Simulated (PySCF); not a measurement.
**Polarisability and C₆ of B⁻ (boron, charge -1)**

[He] 2s2 2p2, high-spin 3P determinant. Computed with PySCF 2.14 in aug-cc-pCVQZ-DK, with the spin-free X2C one-electron Hamiltonian (Gaussian nucleus). Coupled (time-dependent) response in atomic units; α is the mean over directions.

```csv
method,mean α (bohr³),"α xx, yy, zz",C₆ (like pair),S(−4)
LC-wPBE,118.2,"62.21, 146.2, 146.2",1250,13550
```

S(−4) is the Cauchy moment in α(ω) = α(0) + S(−4) ω² + …

α(iu) at LC-wPBE:

```json
{"u (hartree)": "0", "α(iu) (bohr³)": "118.2"}
{"u (hartree)": "0.0500", "α(iu) (bohr³)": "94.60"}
{"u (hartree)": "0.100", "α(iu) (bohr³)": "66.10"}
{"u (hartree)": "0.200", "α(iu) (bohr³)": "35.54"}
{"u (hartree)": "0.300", "α(iu) (bohr³)": "21.56"}
{"u (hartree)": "0.500", "α(iu) (bohr³)": "10.20"}
{"u (hartree)": "0.750", "α(iu) (bohr³)": "5.268"}
{"u (hartree)": "1.00", "α(iu) (bohr³)": "3.219"}
{"u (hartree)": "1.50", "α(iu) (bohr³)": "1.571"}
{"u (hartree)": "2.00", "α(iu) (bohr³)": "0.9329"}
{"u (hartree)": "3.00", "α(iu) (bohr³)": "0.4437"}
{"u (hartree)": "5.00", "α(iu) (bohr³)": "0.1740"}
```

A single London oscillator, α(iu) = α/(1 + u²/ω²), gives C₆ = (3/4) ω α². Matching the computed C₆ needs ω = 4 × 1250 / (3 × 118.2²) = 0.119 hartree.

For an ion, C₆ is the dispersion term alone; charge-induced terms of lower order in 1/R come first.

The components differ because the open shell of this determinant is not spherical; for a pure term their mean is the scalar polarisability.
